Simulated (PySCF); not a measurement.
Ga: electron affinity

Ga⁻ [Ar] 3d10 4s2 4p2 (3P) → Ga [Ar] 3d10 4s2 4p1 (2P), as a difference of total energies. Calculation: PySCF 2.14, in aug-cc-pVQZ-PP with ECP10MDF (7s6p5d3f2g, 89 functions); scalar relativity through the core potential. Correlated levels: valence: 3s2 3p6 3d10 frozen. The calculations carry no spin-orbit coupling.

Q: Order these methods by the electron affinity they give, lowest first.
A. B97-3
B. BLYP
C. LC-wPBE
D. PBE

A: A (0.237 eV), C (0.296 eV), B (0.346 eV), D (0.491 eV).

The reference lies between the lowest fine-structure levels, while these numbers refer to the centres of the terms.

Errors of the correlated levels include the incompleteness of this basis and the frozen core.

A negative affinity means that the anion lies above the atom at that level of theory.

In the anion the highest occupied orbital energy is positive at LDA, PBE, PBE0, r2SCAN, BLYP, CAM-B3LYP, B97-3; the basis confines that electron, and the energy difference can still be sensible.

For comparison: 0.301 eV (measured; photodetachment measurements, as compiled on the Wikipedia data page of electron affinities).
